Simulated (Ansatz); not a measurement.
Ansatz (an electronic-structure program) input (B3LYP-D3(BJ)/def2-TZVP):

Ansatz 0.2 input:
```yaml
crystal:
  periodic: [false, false, false]
  atoms:
    - {symbol: In, position_ang: [-0.00000000, -0.00000000, -2.01938987]}
    - {symbol: O, position_ang: [0.00000000, 0.00000000, 0.00000000]}
    - {symbol: In, position_ang: [0.00000000, 0.00000000, 2.01938987]}
basis:
  gaussian:
    orbitals: def2-TZVP
hamiltonian:
  xc: b3lyp
  dispersion: d3bj
total_charge: 1
magnetization: {spin_polarized: true, initial_magnetization: 1}
phonons: {temperatures: {t_min: 298.15, t_max: 298.15, t_step: 100}}
```

Output:

```
Functional definition: B3LYP
integrals: 0.06 GiB planned
1081 factors; their error is unknown
mean field: 0.68 GiB planned
mean field evaluation 1: about -12359.9090 eV, gradient 9.6e1 eV
mean field evaluation 2: about -12105.9717 eV, gradient 1.7e2 eV
mean field evaluation 4: about -12390.7942 eV, gradient 3.1e1 eV
mean field evaluation 8: about -12394.0705 eV, gradient 2.8e-1 eV
mean field evaluation 16: about -12394.1604 eV, gradient 6.7e-5 eV
mean field -12394.16038869 eV, -455.4769932206 hartree, gradient 1.8e-5 eV, S^2 0.758539; 1 other end points of the search recorded, 0 dependent functions left out
the calculation of the forces begins
reference -12394.16060733 eV, -455.4770012555 hartree; 25, 24 occupied and 106, 107 virtual orbitals, 1081 factors
these checks for a lower state are left out or cut short: stability, starts, cluster_reference, orbital_swaps, neighbouring_geometries, increment
integrals: 0.06 GiB planned
1081 factors; their error is unknown
mean field: 0.68 GiB planned
mean field evaluation 32: about -12394.1604 eV, gradient 1.9e-6 eV
mean field -12394.16038819 eV, -455.4769932023 hartree, gradient 1.9e-6 eV, S^2 0.758539; 0 other end points of the search recorded, 0 dependent functions left out
the calculation of the forces begins
reference -12394.16060683 eV, -455.4770012372 hartree; 25, 24 occupied and 106, 107 virtual orbitals, 1081 factors
these checks for a lower state are left out or cut short: stability, starts, cluster_reference, orbital_swaps, neighbouring_geometries, increment
integrals: 0.06 GiB planned
1081 factors; their error is unknown
mean field: 0.68 GiB planned
mean field -12394.16038819 eV, -455.4769932023 hartree, gradient 1.9e-6 eV, S^2 0.758539; 0 other end points of the search recorded, 0 dependent functions left out
the calculation of the forces begins
reference -12394.16060683 eV, -455.4770012372 hartree; 25, 24 occupied and 106, 107 virtual orbitals, 1081 factors
these checks for a lower state are left out or cut short: stability, starts, cluster_reference, orbital_swaps, neighbouring_geometries, increment
integrals: 0.06 GiB planned
1081 factors; their error is unknown
mean field: 0.68 GiB planned
mean field -12394.16038819 eV, -455.4769932023 hartree, gradient 1.9e-6 eV, S^2 0.758539; 0 other end points of the search recorded, 0 dependent functions left out
the calculation of the forces begins
reference -12394.16060683 eV, -455.4770012372 hartree; 25, 24 occupied and 106, 107 virtual orbitals, 1081 factors
these checks for a lower state are left out or cut short: stability, starts, cluster_reference, orbital_swaps, neighbouring_geometries, increment
integrals: 0.06 GiB planned
1081 factors; their error is unknown
mean field: 0.68 GiB planned
mean field -12394.16038819 eV, -455.4769932023 hartree, gradient 1.9e-6 eV, S^2 0.758539; 0 other end points of the search recorded, 0 dependent functions left out
the calculation of the forces begins
reference -12394.16060683 eV, -455.4770012372 hartree; 25, 24 occupied and 106, 107 virtual orbitals, 1081 factors
these checks for a lower state are left out or cut short: stability, starts, cluster_reference, orbital_swaps, neighbouring_geometries, increment
integrals: 0.06 GiB planned
1081 factors; their error is unknown
mean field: 0.68 GiB planned
mean field -12394.16027745 eV, -455.4769891328 hartree, gradient 5.4e-6 eV, S^2 0.758514; 0 other end points of the search recorded, 0 dependent functions left out
the calculation of the forces begins
reference -12394.16049603 eV, -455.4769971652 hartree; 25, 24 occupied and 106, 107 virtual orbitals, 1081 factors
these checks for a lower state are left out or cut short: stability, starts, cluster_reference, orbital_swaps, neighbouring_geometries, increment
integrals: 0.06 GiB planned
1081 factors; their error is unknown
mean field: 0.68 GiB planned
mean field evaluation 64: about -12394.1604 eV, gradient 1.5e-1 eV
mean field -12394.16043026 eV, -455.4769947484 hartree, gradient 5.2e-6 eV, S^2 0.758564; 0 other end points of the search recorded, 0 dependent functions left out
the calculation of the forces begins
reference -12394.16064897 eV, -455.4770027858 hartree; 25, 24 occupied and 106, 107 virtual orbitals, 1081 factors
these checks for a lower state are left out or cut short: stability, starts, cluster_reference, orbital_swaps, neighbouring_geometries, increment
integrals: 0.06 GiB planned
1081 factors; their error is unknown
mean field: 0.68 GiB planned
mean field -12394.16038660 eV, -455.4769931438 hartree, gradient 1.5e-6 eV, S^2 0.758539; 0 other end points of the search recorded, 0 dependent functions left out
the calculation of the forces begins
reference -12394.16060524 eV, -455.4770011787 hartree; 25, 24 occupied and 106, 107 virtual orbitals, 1081 factors
these checks for a lower state are left out or cut short: stability, starts, cluster_reference, orbital_swaps, neighbouring_geometries, increment
integrals: 0.06 GiB planned
1081 factors; their error is unknown
mean field: 0.68 GiB planned
mean field -12394.16038660 eV, -455.4769931438 hartree, gradient 1.5e-6 eV, S^2 0.758539; 0 other end points of the search recorded, 0 dependent functions left out
the calculation of the forces begins
reference -12394.16060524 eV, -455.4770011787 hartree; 25, 24 occupied and 106, 107 virtual orbitals, 1081 factors
these checks for a lower state are left out or cut short: stability, starts, cluster_reference, orbital_swaps, neighbouring_geometries, increment
integrals: 0.06 GiB planned
1081 factors; their error is unknown
mean field: 0.68 GiB planned
mean field -12394.16038660 eV, -455.4769931438 hartree, gradient 1.5e-6 eV, S^2 0.758539; 0 other end points of the search recorded, 0 dependent functions left out
the calculation of the forces begins
reference -12394.16060524 eV, -455.4770011787 hartree; 25, 24 occupied and 106, 107 virtual orbitals, 1081 factors
these checks for a lower state are left out or cut short: stability, starts, cluster_reference, orbital_swaps, neighbouring_geometries, increment
integrals: 0.06 GiB planned
1081 factors; their error is unknown
mean field: 0.68 GiB planned
mean field evaluation 96: about -12394.1604 eV, gradient 1.5e-6 eV
mean field -12394.16038660 eV, -455.4769931438 hartree, gradient 1.5e-6 eV, S^2 0.758539; 0 other end points of the search recorded, 0 dependent functions left out
the calculation of the forces begins
reference -12394.16060524 eV, -455.4770011787 hartree; 25, 24 occupied and 106, 107 virtual orbitals, 1081 factors
these checks for a lower state are left out or cut short: stability, starts, cluster_reference, orbital_swaps, neighbouring_geometries, increment
integrals: 0.06 GiB planned
1081 factors; their error is unknown
mean field: 0.68 GiB planned
mean field -12394.16033648 eV, -455.4769913021 hartree, gradient 5.3e-6 eV, S^2 0.758539; 0 other end points of the search recorded, 0 dependent functions left out
the calculation of the forces begins
reference -12394.16055512 eV, -455.4769993370 hartree; 25, 24 occupied and 106, 107 virtual orbitals, 1081 factors
these checks for a lower state are left out or cut short: stability, starts, cluster_reference, orbital_swaps, neighbouring_geometries, increment
integrals: 0.06 GiB planned
1081 factors; their error is unknown
mean field: 0.68 GiB planned
mean field -12394.16033648 eV, -455.4769913021 hartree, gradient 5.3e-6 eV, S^2 0.758539; 0 other end points of the search recorded, 0 dependent functions left out
the calculation of the forces begins
reference -12394.16055512 eV, -455.4769993370 hartree; 25, 24 occupied and 106, 107 virtual orbitals, 1081 factors
Total energy: -12394.33490498 eV, -455.4834065761 hartree
Atom 0 at    -0.000000    -0.000000    -2.019390 Å, force     0.000000    -0.000000     0.000027 eV/Å
Atom 1 at     0.000000     0.000000     0.000000 Å, force    -0.000000    -0.000000    -0.000000 eV/Å
Atom 2 at     0.000000     0.000000     2.019390 Å, force     0.000000     0.000000    -0.000027 eV/Å
Dipole moment:    -0.000000     0.000000    -0.000000 e Å
Vibrations: 110.21 110.21 182.05 550.79 cm⁻¹, zero-point energy 0.059095 eV
```
